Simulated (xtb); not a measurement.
xtb input (GFN2-xTB):

```bash
xtb mol.xyz --gfn 2 --sp --chrg 0 --uhf 0
```
mol.xyz:
```
13

C     -2.43890196     1.24865678    -0.38278093
O     -1.59267684     0.13966380    -0.68300986
Si    -0.09243861    -0.06620755    -0.13605847
Cl    -0.06837701    -0.15331838     1.92106142
Cl     0.59321215    -1.84506871    -0.86222074
O      0.84201804     1.16230671    -0.61712489
C      2.21616477     1.35876615    -0.29821748
H     -3.38659581     1.08141632    -0.89075690
H     -1.99509893     2.17931743    -0.74062637
H     -2.61457867     1.31954712     0.69262186
H      2.35615293     1.42758325     0.78249448
H      2.82288877     0.53971595    -0.68991012
H      2.53086843     2.29160416    -0.76222785
```

End of the output:

```
         :::::::::::::::::::::::::::::::::::::::::::::::::::::
         ::                     SUMMARY                     ::
         :::::::::::::::::::::::::::::::::::::::::::::::::::::
         :: total energy             -26.467323056150 Eh    ::
         :: gradient norm              0.025293769548 Eh/a0 ::
         :: HOMO-LUMO gap              7.448773671796 eV    ::
         ::.................................................::
         :: SCC energy               -26.621370327324 Eh    ::
         :: -> isotropic ES            0.064269701534 Eh    ::
         :: -> anisotropic ES         -0.001818877935 Eh    ::
         :: -> anisotropic XC          0.000484729116 Eh    ::
         :: -> dispersion             -0.010605737605 Eh    ::
         :: repulsion energy           0.154047271174 Eh    ::
         :: add. restraining           0.000000000000 Eh    ::
         :: total charge               0.000000000000 e     ::
         :::::::::::::::::::::::::::::::::::::::::::::::::::::

           -------------------------------------------------
          |                Property Printout                |
           -------------------------------------------------

    * Orbital Energies and Occupations

         #    Occupation            Energy/Eh            Energy/eV
      -------------------------------------------------------------
         1        2.0000           -1.0643651             -28.9628
       ...           ...                  ...                  ...
        10        2.0000           -0.5620773             -15.2949
        11        2.0000           -0.5536048             -15.0644
        12        2.0000           -0.5488030             -14.9337
        13        2.0000           -0.5187233             -14.1152
        14        2.0000           -0.4835791             -13.1589
        15        2.0000           -0.4725197             -12.8579
        16        2.0000           -0.4691071             -12.7651
        17        2.0000           -0.4565961             -12.4246
        18        2.0000           -0.4491939             -12.2232
        19        2.0000           -0.4430826             -12.0569
        20        2.0000           -0.4396970             -11.9648
        21        2.0000           -0.4380530             -11.9200
        22        2.0000           -0.4335375             -11.7972 (HOMO)
        23                         -0.1598001              -4.3484 (LUMO)
        24                         -0.1567523              -4.2654
        25                         -0.1281392              -3.4868
        26                         -0.0796846              -2.1683
        27                         -0.0227931              -0.6202
        28                         -0.0040763              -0.1109
        29                          0.0153872               0.4187
        30                          0.0172326               0.4689
        31                          0.0172612               0.4697
        32                          0.0179326               0.4880
        33                          0.0181003               0.4925
       ...                                ...                  ...
        49                          0.8081449              21.9907
      -------------------------------------------------------------
                  HL-Gap            0.2737374 Eh            7.4488 eV
             Fermi-level           -0.2966688 Eh           -8.0728 eV

     #   Z          covCN         q      C6AA      α(0)
     1   6 C        3.694     0.028    20.281     6.443
     2   8 O        1.618    -0.326    19.482     5.957
     3  14 Si       3.281     0.660   118.646    22.265
     4  17 Cl       0.805    -0.232   106.391    15.779
     5  17 Cl       0.806    -0.206   105.519    15.714
     6   8 O        1.619    -0.321    19.400     5.945
     7   6 C        3.685     0.025    20.353     6.459
     8   1 H        0.925     0.072     2.064     2.247
     9   1 H        0.924     0.058     2.222     2.331
    10   1 H        0.924     0.055     2.255     2.348
    11   1 H        0.924     0.058     2.221     2.330
    12   1 H        0.924     0.056     2.244     2.342
    13   1 H        0.925     0.072     2.061     2.245

 Mol. C6AA /au·bohr⁶  :       3325.061591
 Mol. C8AA /au·bohr⁸  :     115938.815424
 Mol. α(0) /au        :         92.406097

Wiberg/Mayer (AO) data.
largest (>0.10) Wiberg bond orders for each atom

 ---------------------------------------------------------------------------
     #   Z sym  total        # sym  WBO       # sym  WBO       # sym  WBO
 ---------------------------------------------------------------------------
     1   6 C    3.921 --     9 H    0.986    10 H    0.985     8 H    0.981
                             2 O    0.962
     2   8 O    2.309 --     3 Si   1.172     1 C    0.962
     3  14 Si   4.418 --     6 O    1.177     2 O    1.172     5 Cl   1.046
                             4 Cl   1.012
     4  17 Cl   1.196 --     3 Si   1.012
     5  17 Cl   1.225 --     3 Si   1.046
     6   8 O    2.323 --     3 Si   1.177     7 C    0.964
     7   6 C    3.921 --    12 H    0.985    11 H    0.984    13 H    0.981
                             6 O    0.964
     8   1 H    0.995 --     1 C    0.981
     9   1 H    0.997 --     1 C    0.986
    10   1 H    0.997 --     1 C    0.985
    11   1 H    0.997 --     7 C    0.984
    12   1 H    0.997 --     7 C    0.985
    13   1 H    0.995 --     7 C    0.981
 ---------------------------------------------------------------------------

Topologies differ in total number of bonds
Writing topology from bond orders to xtbtopo.mol

molecular dipole:
                 x           y           z       tot (Debye)
 q only:        0.082       1.090      -0.139
   full:       -0.042       1.218      -0.200       3.140
molecular quadrupole (traceless):
                xx          xy          yy          xz          yz          zz
 q only:        8.562      -0.167      -1.702       0.144      -1.120      -6.860
Note: The following floating-point exceptions are signalling: IEEE_UNDERFLOW_FLAG IEEE_DENORMAL
normal termination of xtb
  q+dip:        7.586       1.193      -1.661       0.046      -1.976      -5.925
   full:        9.115       0.536      -1.942       0.116      -1.630      -7.173

           -------------------------------------------------
          | TOTAL ENERGY              -26.467323056150 Eh   |
          | GRADIENT NORM               0.025293769548 Eh/α |
          | HOMO-LUMO GAP               7.448773671796 eV   |
           -------------------------------------------------

------------------------------------------------------------------------
------------------------------------------------------------------------
 total:
 SCF:
```
